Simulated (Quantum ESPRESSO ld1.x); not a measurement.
The numbers below are computed, except where a source is named.
Question: The mean radii <r> (bohr) of the occupied orbitals of an atom or ion are listed with their occupations. Code: ld1.x of Quantum ESPRESSO 7.5. Model: scalar-relativistic Kohn-Sham, LDA (Slater exchange, VWN5 correlation), spin-polarised, spherical densities, point nucleus.

| orbital | occ. | <r> |
|---|---|---|
| 1s up | 1 | 0.01579 |
| 1s down | 1 | 0.01579 |
| 2s up | 1 | 0.06643 |
| 2s down | 1 | 0.06643 |
| 2p up | 3 | 0.06048 |
| 2p down | 3 | 0.06048 |
| 3s up | 1 | 0.1694 |
| 3s down | 1 | 0.1693 |
| 3p up | 3 | 0.1707 |
| 3p down | 3 | 0.1707 |
| 3d up | 5 | 0.1539 |
| 3d down | 5 | 0.1539 |
| 4s up | 1 | 0.3389 |
| 4s down | 1 | 0.3389 |
| 4p up | 3 | 0.3503 |
| 4p down | 2 | 0.3504 |

Name the element and its charge. Open shells, if any, are filled with parallel spins first.

Answer: Z = 83, bismuth, charge +48: Bi48+ in [Ar] 3d10 4s2 4p5. The 1s radius gives Z: for a bare nucleus <r> = (2 gamma + 1)/(2Z) with gamma = sqrt(1 - (Z/c)^2), 0.01561 bohr for Z = 83, and screening makes it slightly larger (0.01579 here). The occupations add up to 35, and the charge is Z minus that.
